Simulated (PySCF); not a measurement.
F₂Hg, SMILES [F][Hg][F].

The structure is a stationary point at B3LYP-D3(BJ)/def2-TZVP. The def2 effective core potentials stand for the cores of Hg; spin–orbit coupling is left out.

Computed with M06-2X/def2-TZVPD (PySCF).

The total energy is -353.07112 hartree and the point group comes out as D∞h. The highest occupied level is -12.33 eV and the lowest empty level is -1.57 eV. The orbital gap comes out as 10.76 eV. The dipole moment is 0.00 D, the quadrupole, principal values (traceless, Buckingham form, about the centre of nuclear charge) comes out as -15.82, 7.91, 7.91 D·Å and the mean static polarisability is 28.0 bohr³ (4.15 Å³). The polarisability, principal values is 22.4, 22.4, 39.2 bohr³.
